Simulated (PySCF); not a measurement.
Can point charges reproduce the dipole moment of `C=Nc1csc2cc[nH]c12`?

Coordinates (GFN2-xTB, Å) and charges (e) from the PBE0/pcSseg-1 density (PySCF):

| atom | x | y | z | Mulliken | IAO | Hirshfeld | ESP-fitted |
| --- | --- | --- | --- | --- | --- | --- | --- |
| C1 | 2.513 | -1.861 | -0.442 | +0.0173 | -0.1199 | +0.0050 | +0.1673 |
| N2 | 1.405 | -1.525 | 0.055 | -0.4385 | -0.2473 | -0.1472 | -0.5552 |
| C3 | 0.924 | -0.236 | 0.026 | +0.1875 | +0.0499 | +0.0047 | +0.5424 |
| C4 | 1.638 | 0.937 | 0.008 | -0.2354 | -0.3546 | -0.1013 | -0.5795 |
| S5 | 0.670 | 2.367 | 0.099 | +0.3056 | +0.3221 | +0.0832 | +0.0472 |
| C6 | -0.772 | 1.408 | 0.127 | -0.3678 | -0.1963 | -0.0671 | +0.0281 |
| C7 | -2.172 | 1.542 | 0.179 | -0.1169 | -0.2323 | -0.1046 | -0.2002 |
| C8 | -2.665 | 0.262 | 0.183 | +0.1341 | -0.0982 | -0.0251 | -0.3796 |
| N9 | -1.639 | -0.638 | 0.131 | -0.4690 | -0.2290 | -0.0634 | -0.0036 |
| C10 | -0.469 | 0.049 | 0.104 | +0.2935 | +0.0403 | +0.0032 | -0.1845 |
| H11 | 2.822 | -2.890 | -0.329 | +0.1180 | +0.1565 | +0.0532 | +0.0783 |
| H12 | 3.183 | -1.195 | -0.989 | +0.0988 | +0.1138 | +0.0455 | +0.0284 |
| H13 | 2.705 | 1.047 | 0.016 | +0.1224 | +0.1696 | +0.0474 | +0.3058 |
| H14 | -2.739 | 2.449 | 0.208 | +0.0729 | +0.1642 | +0.0519 | +0.1958 |
| H15 | -3.685 | -0.067 | 0.217 | +0.0894 | +0.1636 | +0.0575 | +0.2323 |
| H16 | -1.727 | -1.639 | 0.142 | +0.1879 | +0.2978 | +0.1569 | +0.2770 |

Task: What dipole does each set of charges give (1 e·Å = 4.803 D), and what does the density give?

Result: The full density gives (0.06, -1.63, -0.64) D, 1.75 D in size; dipole vectors point from the negative to the positive end.

```csv
scheme,μx,μy,μz,size (D),share of the full size (%),angle to the full dipole (°)
Mulliken,1.71,1.34,-0.70,2.28,130,114
IAO,0.01,-0.01,-0.43,0.43,25,68
Hirshfeld,-0.26,-0.95,-0.28,1.03,59,17
ESP-fitted,0.04,-1.58,-0.63,1.70,97,1
```

Task: Which set comes closest?

Result: Length of the difference vector: ESP-fitted 0.05 D, Hirshfeld 0.83 D, IAO 1.64 D, Mulliken 3.40 D. Closest: ESP-fitted. 

Task: What is left for the Hirshfeld atoms' own dipoles?

Result: The shares of the density sum to the whole, so what Σ q r misses lies in dipoles about the nuclei. The atomic dipoles sum to (0.06, -1.63, -0.64) − (-0.26, -0.95, -0.28) = (0.32, -0.68, -0.36) D, 0.83 D in size.

Task: With the origin at the mean of the coordinates, (0.000, 0.001, -0.017) Å, which are the largest single terms, by size, of the Hirshfeld dipole along the direction of the full one?

Result: H16 +1.06, N2 -1.02, S5 -0.89, C7 +0.79, H11 +0.74 D; all 16 atoms together +0.98 D. The single terms depend on the origin, their sum doesn't.

Task: Give the size of the full dipole in other units.

Result: 1.75 D = 0.689 au = 0.365 e·Å = 5.84 × 10⁻³⁰ C·m.

One conformer (not necessarily the lowest) at the GFN2-xTB geometry, without solvent, vibrations or thermal averaging.

The run behind these numbers computed NMR shieldings as well. Time: 2.2 min wall (grids of density and orbitals included); peak memory 0.92 GiB. Hardware: Intel Xeon at 2.50 GHz, one thread, shared host with 64 logical CPUs at a one-minute load of 54.

The values belong to the conformer `[CH2:1]=[N:2][c:3]1[cH:4][s:5][c:6]2[cH:7][cH:8][nH:9][c:10]12`: C1–N2–C3–C4 -29°.
